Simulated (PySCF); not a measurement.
Ionisation energy along the 3-electron series

Calculated with PySCF 2.14 and a two-component X2C-1e Hamiltonian (Gaussian nucleus, no Breit or QED terms), each ion in its own even-tempered basis scaled to its charge; GMP2 freezes nothing and drops the highest virtual spinors. Values in eV. NIST values: (m) measured, (s) semi-empirical, (t) theoretical.

```tsv
ion	configuration	GHF (screened spin-orbit)	GMP2 (screened spin-orbit)	NIST
Ar¹⁵⁺	[He] 2s1	918.41	918.57	918.38 (t)
Ca¹⁷⁺	[He] 2s1	1157.9	1158.0	1157.7 (t)
Sc¹⁸⁺	[He] 2s1	1288.1	1288.3	1288.0 (t)
```

Problem. Fill in the row of K¹⁶⁺.

Solution. configuration: [He] 2s1; GHF (screened spin-orbit): 1034.6; GMP2 (screened spin-orbit): 1034.8; NIST: 1034.5 (t).
